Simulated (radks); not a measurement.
Results of a calculation; reference values are marked as such.
All-electron atom: F I in [He] 2s2 2p5 (the NIST ground configuration). Level of theory: scalar-relativistic Kohn-Sham, LB94 model potential, spin-polarised, spherical densities, finite nucleus; open shells are filled with parallel spins first; Fermi nuclear charge, rms radius 2.8976 fm (a radial shooting solver on a logarithmic mesh with Libxc functionals). Some entries of the table are withheld. Estimate them.

| orbital | occ. | eigenvalue (Ry) | <r> (bohr) | <r^2> (bohr^2) |
|---|---|---|---|---|
| 1s down | 1 | -50.82739 | 0.1752 | 0.04131 |
| 1s up | 1 | -50.79192 | 0.1753 | 0.04135 |
| 2s up | 1 | (1) | 1.004 | 1.229 |
| 2s down | 1 | (2) | 1.013 | 1.252 |
| 2p up | 3 | -1.38830 | (3) | 1.520 |
| 2p down | 2 | -1.29233 | (4) | 1.583 |

Answer. 
(1) 2s up eigenvalue (Ry): -2.73306
(2) 2s down eigenvalue (Ry): -2.62252
(3) 2p up <r> (bohr): 1.071
(4) 2p down <r> (bohr): 1.090
